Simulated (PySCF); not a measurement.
Reaction (SMILES): N#P (N-P) + H+ → [NH+]#P
B3LYP-D3(BJ)/def2-TZVP geometries, fixed; electronic energies without zero-point terms; positive where energy is released.

Effect of the grid level at M06-2X/def2-TZVP with PySCF, against the last row, where the proton affinity is 197.69 kcal/mol. The proton sits at the site shown, which need not be the one that binds it best.

```
setting         grid points, largest species  largest shift of a total energy (mEh)  shift of the proton affinity (kcal/mol)
--------------  ----------------------------  -------------------------------------  ---------------------------------------
grids.level: 0                          3312                                 58.864                                   -2.465
grids.level: 1                         14008                                 -0.215                                   -0.077
grids.level: 2                         28296                                  0.068                                   -0.001
grids.level: 3                         42896                                 -0.001                                    0.000
grids.level: 4                         72664                                 -0.002                                    0.002
grids.level: 5                        109248                                  0.001                                    0.000
grids.level: 7                        222240                                  0.000                                    0.000
```

Within 0.3 kcal/mol in the proton affinity: grids.level: 1; grids.level: 2; grids.level: 3; grids.level: 4; grids.level: 5. The largest shift is 58.864 mEh in a total energy and 2.465 kcal/mol in the difference.
